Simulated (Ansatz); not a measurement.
TiNH3OF2, singlet: at the end structure of a reaction step.

in.yaml

```yaml
crystal:
  periodic: [false, false, false]
  atoms:
    - {symbol: Ti, position_ang: [-0.448178, 0.324605, 0.536009]}
    - {symbol: O, position_ang: [1.402669, -0.483417, -0.084988]}
    - {symbol: N, position_ang: [-1.430126, -0.283762, -0.675271]}
    - {symbol: H, position_ang: [1.306032, -0.855777, -0.968241]}
    - {symbol: F, position_ang: [-0.019167, 2.068898, 0.363357]}
    - {symbol: F, position_ang: [-0.834633, -0.248871, 2.193794]}
    - {symbol: H, position_ang: [2.189610, 0.071610, -0.070630]}
    - {symbol: H, position_ang: [-2.166308, -0.593287, -1.294130]}
basis:
  gaussian: {orbitals: def2-TZVPP}
hamiltonian: {xc: pbe, dispersion: d4}
```

Run by:

```bash
ansatz run in.yaml --threads 8 --pin off --events-out ev --progress --plain --max-ram 19148MiB
```

What Ansatz 0.2.0 printed:

```
Functional definition: PBE
  name "PBE"
  cite "Perdew, Burke & Ernzerhof, Phys. Rev. Lett. 77, 3865 (1996) doi:10.1103/PhysRevLett.77.3865"
  parent pbe
  parameter kappa = 0.804
  parameter beta = 0.06672455060314922
  exchange = pbe_x(kappa = kappa, mu = beta*pi^2/3)
  correlation = pbe_c(beta = beta)
1227 factors; their error is unknown
mean field evaluation 1: about -32109.2882 eV, gradient 1.1e2 eV
mean field evaluation 2: about -31838.3132 eV, gradient 4.0e2 eV
mean field evaluation 4: about -32121.8048 eV, gradient 7.1e1 eV
mean field evaluation 8: about -32129.5375 eV, gradient 7.2e-1 eV
mean field evaluation 16: about -32129.5297 eV, gradient 1.2e-3 eV
mean field -32129.52973568 eV, -1180.7384396088 hartree, gradient 8.2e-5 eV, S^2 0.000000; 0 other end points of the search recorded, 0 dependent functions left out
reference -32129.52978893 eV, -1180.7384415657 hartree; 29, 29 occupied and 201, 201 virtual orbitals, 1227 factors
Total energy: -32129.67772430 eV, -1180.7438780903 hartree
```

Hardware: 8 CPU threads of a Oxide Virtual Turin-like, shared host. Wall time about 1.5 s.
